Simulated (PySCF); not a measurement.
31P chemical shifts

Method: GFN2-xTB geometry, σ from GIAO-PBE0/pcSseg-1, in PySCF 2.14 (relativity neglected, isolated molecule, averaged over atoms made equivalent by symmetry, fast rotation or ring inversion, one computed conformer).

Shieldings were converted by a linear fit to measured shifts: 31P: δ = 270.09 − 0.828σ (rms 18.1 ppm, 64 shifts vs H3PO4, solution or neat liquid). Occasional misses reach two or three times the rms, and more in compound classes unlike the fitted ones.

(1) Give the 31P shifts of `C#Cc1oc(C)cp1`.

(2) Order these by 31P shift, lowest first.
A. O=Cc1ccccp1
B. C=C/C([SiH3])=P\CC#N
C. C=Cn1cpc([SiH3])c1
D. CC[C@@H]1C[Si@@](C)(P)O[SiH2]1
E. C=PC[Si](C)(C)C
F. [SiH3]Pc1ccccn1

Answers

(1) 
| compound | environment | δ (ppm) |
| --- | --- | --- |
| C#Cc1oc(C)cp1 | phosphorus bonded to 2 C, in a 5-membered ring | 158.5 |

(2) D (-233.9 ppm, phosphorus bonded to Si, 2 H), F (-121.4 ppm, phosphorus bonded to C, Si, H), C (145.7 ppm, phosphorus bonded to 2 C, in a 5-membered ring), A (235.4 ppm, phosphorus bonded to 2 C, in a 6-membered ring), B (271.5 ppm, phosphorus bonded to 2 C), E (287.8 ppm, phosphorus bonded to 2 C).
